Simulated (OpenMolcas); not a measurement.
4s2 4p2 along the 32-electron sequence

* Program: OpenMolcas 26.06
* Method: RASSCF
* Basis: ANO-R2
* Scalar Hamiltonian: X2C, finite nucleus
* Spin-orbit coupling: RASSI with atomic mean-field integrals over the reference wave functions, term energies averaged over their components

Active space for each ion: 4 electrons in 9 orbitals (RAS2 4s 4p; RAS3 4d, at most 2 electrons).

Computed levels in cm-1 above 3P0:

| Level | As+ | Se2+ | Br3+ | Kr4+ |
| --- | --- | --- | --- | --- |
| 3P1 | 895 | 1479 | 2229 | 3209 |
| 3P2 | 2246 | 3521 | 5053 | 6922 |
| 1D2 | 12238 | 14932 | 17861 | 21152 |
| 1S0 | 25728 | 30780 | 35985 | 41414 |
| weight of 3P in the lowest level (%) | 99 | 99 | 98 | 98 |

Measured, with the error of the calculation in %. Measured levels: As+ from NIST Handbook of Basic Atomic Spectroscopic Data; Se2+ from Moore, Atomic Energy Levels, vol. II, NSRDS-NBS 35 (1971 reprint of NBS Circular 467, 1952); Kr4+ from Saloman, J. Phys. Chem. Ref. Data 36, 215 (2007).

| Level | As+ | Se2+ | Kr4+ |
| --- | --- | --- | --- |
| 3P1 | 1063 (-15.8) | 1741 (-15.0) | 3743 (-14.3) |
| 3P2 | 2541 (-11.6) | 3937 (-10.6) | 7595 (-8.9) |
| 1D2 | 10096 (+21.2) | 13032 (+14.6) | 19723 (+7.2) |
| 1S0 | 22599 (+13.8) |  | 39204 (+5.6) |

The fine-structure level 3P2 changes by a factor of 3.08 from As+ to Kr4+. Its fourth root runs 6.88, 7.70, 8.43, 9.12, with steps per unit of Z of 0.82, 0.73, 0.69; equal steps would mean a (Z - σ)^4 law with constant σ.

1D2 changes by a factor of 1.73 over the same range, with steps per unit of Z of +2690, +2930, +3290 cm-1.

Active for correlation alone: 4d; no level in the range computed is led by a configuration that fills it, so any true level of that kind is missing. Without dynamic correlation excited terms often stand tens of per cent too high (terms of higher spin than the ground term too low), and those without a measured partner can miss by more than the paired ones (holds for As+). Computed and measured levels are paired by configuration, term and J; levels that our copy of the source lacks, or whose pairing is in doubt (as where it misses far off the trend of its configuration), stay unpaired and out of the deviations. Levels of configurations outside the active space are missing.
